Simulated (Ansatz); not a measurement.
## Abstraction of F: C2H5FMg + C2HF2Si → C2H5Mg + C2HF3Si

Species: C2H5FMg `C[CH2][Mg][F]`, singlet; C2HF2Si `C#C[Si](F)F`, doublet; C2H5Mg `C[CH2][Mg]`, doublet; C2HF3Si `C#C[Si](F)(F)F`, singlet. A radical takes F: the energy is the difference in strength between the Mg–F bond broken and the Si–F bond made.

Shapes, held fixed at every level: PBE0-D4/def2-TZVP. Programs: Ansatz 0.2.0. The zero-point and thermal change to 298 K, harmonic and unscaled (PBE0-D4/def2-TZVP), is +1.8 kJ/mol.

Estimate ΔH(298 K) of this reaction.

The highest level, CCSD(T)/def2-TZVPP, gives ΔH(298 K) = -103.6 kJ/mol; the levels span -113.5 to -72.1. The column of differences is taken from that level and isn't an error. No measured value is set beside it here. Open shells run unrestricted. Outer-core shells of Mg are correlated, in sets that cover them unevenly.

```csv
level,kind,ΔH(298 K) (kJ/mol),less CCSD(T)/def2-TZVPP
HF/def2-SVP,Hartree–Fock,-82.5,+21.1
HF/def2-TZVPP,Hartree–Fock,-113.5,-9.9
PBE0-D4/def2-TZVPP,global hybrid,-97.9,+5.7
wB97M-V/def2-TZVPP,range-separated hybrid,-97.2,+6.4
B2PLYP/def2-TZVPP,double hybrid,-91.0,+12.6
CCSD(T)/def2-SVP,coupled cluster or CI,-72.1,+31.5
CCSD/def2-TZVPP,coupled cluster or CI,-104.1,-0.5
CCSD(T)/def2-TZVPP,coupled cluster or CI,-103.6,0.0
```
